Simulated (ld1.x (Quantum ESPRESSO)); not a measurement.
**What the settings do to the TM potential of lithium (Li)**

Base potential:

Li, norm-conserving Troullier–Martins (Kleinman–Bylander form), made with ld1.x (Quantum ESPRESSO) 7.5 (PBEsol, scalar-relativistic). Core [He], reference 2s1 2p0. Waves: 2s (bound): rc 2.15 bohr; 2p (bound, empty): rc 4.20 bohr; 3d channel at 0.2 Ry: rc 3.35 bohr. Local part: the d channel. Core correction: a·sin(br)/r model core inside 1.35 bohr.

All-electron outer shells of the reference configuration (PBEsol, scalar-relativistic, ld1.x):

```json
{"shell": "1s", "level (eV)": "-51.37", "outermost node (bohr)": "–", "outermost maximum (bohr)": "0.36"}
{"shell": "2s", "level (eV)": "-2.82", "outermost node (bohr)": "0.84", "outermost maximum (bohr)": "3.16"}
{"shell": "2p", "level (eV)": "-1.06", "outermost node (bohr)": "–", "outermost maximum (bohr)": "3.91"}
```

Cutoffs, loose and tight: the cutoffs (Ry, on a coarse ladder) from which the occupation-weighted sum of valence levels, in a spherical-Bessel basis at the reference potential, stays within 10 and 1 mRy of its value at 400 Ry. They do not see the model core or the augmentation charge, which bear on the density cutoff. Test errors are all-electron minus pseudo excitation energies from the reference, over the configurations 2s0.5 2p0; 2s0 2p1. A dash means not determined; rows that change the core or the reference have their own tests.

| change | outcome | cutoff, loose | cutoff, tight | bound ghosts | largest test error (meV) |
| --- | --- | --- | --- | --- | --- |
| base | generated | 6 Ry | 6 Ry | none | -7.0 |
| all radii but the core radius scaled by about 0.77 (s 1.64, p 3.22, d 2.58 bohr) | generated | 12 Ry | 25 Ry | none | +1.1 |
| all radii but the core radius scaled by about 0.83 (s 1.78, p 3.48, d 2.78 bohr) | generated | 6 Ry | 18 Ry | none | -2.1 |
| all radii but the core radius scaled by about 0.90 (s 1.94, p 3.78, d 3.02 bohr) | generated | 6 Ry | 8 Ry | none | -4.0 |
| all radii but the core radius scaled by about 0.97 (s 2.08, p 4.06, d 3.24 bohr) | generated | 6 Ry | 6 Ry | none | -6.2 |
| all radii but the core radius scaled by about 1.03 (s 2.22, p 4.34, d 3.46 bohr) | generated | 6 Ry | 6 Ry | none | -8.6 |
| all radii but the core radius scaled by about 1.09 (s 2.34, p 4.56, d 3.64 bohr) | generated | 6 Ry | 6 Ry | none | -10 |
| all radii but the core radius scaled by about 1.18 (s 2.54, p 4.96, d 3.96 bohr) | generated | 6 Ry | 6 Ry | none | -13 |
| all radii but the core radius scaled by about 1.25 (s 2.68, p 5.24, d 4.18 bohr) | generated | 6 Ry | 6 Ry | none | -15 |
| all radii but the core radius scaled by about 1.33 (s 2.86, p 5.60, d 4.46 bohr) | generated | 6 Ry | 6 Ry | none | -19 |
| all radii but the core radius scaled by about 1.40 (s 3.00, p 5.86, d 4.68 bohr) | generated | 6 Ry | 6 Ry | none | -22 |

Reading the sweep of the scale of all radii but the core radius (base = 1) (base included, trends over the rows without a ghost): The loose cutoff falls from 12 Ry at 0.77 to 6 Ry at 1.4. A larger radius leaves more room for a smooth pseudo-wave, so fewer plane waves are needed; a smaller one forces it to follow the all-electron wave where it bends sharply. The median size of the test errors (rows with all tests solved) rises from 0.7 meV at 0.77 to 11.0 meV at 1.4. More of the atom is replaced by a form fitted at one configuration, so other configurations suffer as the radius grows.
